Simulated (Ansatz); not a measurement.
Reaction (ligand exchange at a B–N bond): `CN(C)BF` + `[OH][GeH3]` → `FB[O][GeH3]` + dimethylamine

Program: Ansatz. Geometries: PBE0-D4/def2-TZVP. ΔE: electronic, gas phase. CCSD(T)/CBS is the MP2 limit (def2-TZVPP, def2-QZVPP) plus CCSD(T) − MP2 in def2-TZVPP, frozen cores. Functionals use def2-TZVPP. HSE06 is defined as in plane-wave codes. For Ge outer-core shells are correlated without core-valence functions, which leaves a few kJ/mol of doubt a bond. Scalar relativity is left out up to krypton. Each species was taken in one conformer, which may not be the lowest.

```
       level  ΔE (kJ/mol)
    HSE06-D4         -6.5
CAM-B3LYP-D4        -10.3
       HSE06         -7.9
       BHLYP        -15.0
```

(1) What does CCSD(T)/CBS give? (An estimate is asked.)

(2) What do rigid-rotor, harmonic-oscillator terms from PBE0-D4/def2-TZVP frequencies (298.15 K, 1 bar) make of the CCSD(T)/CBS value? (Best estimate.)

Largest T1 diagnostic among the species: 0.013.

Results:

(1) Computed: -8.0 kJ/mol. The listed levels differ from it by 1.5, -2.3, 0.1, -7.0 kJ/mol.

(2) The calculation gave: ΔZPE = +0.9 kJ/mol, ΔH = -6.7 kJ/mol, ΔS = 11 J/(mol·K), ΔG = -10.0 kJ/mol.

In def2-TZVPP, CCSD(T) changes the Hartree–Fock value by +15.0 kJ/mol (the triples alone add +1.9 kJ/mol) and MP2 by +17.0 kJ/mol. From BLYP to BHLYP (50 % exact exchange), in def2-TZVPP and without D4, ΔE moves by −3.4 kJ/mol.
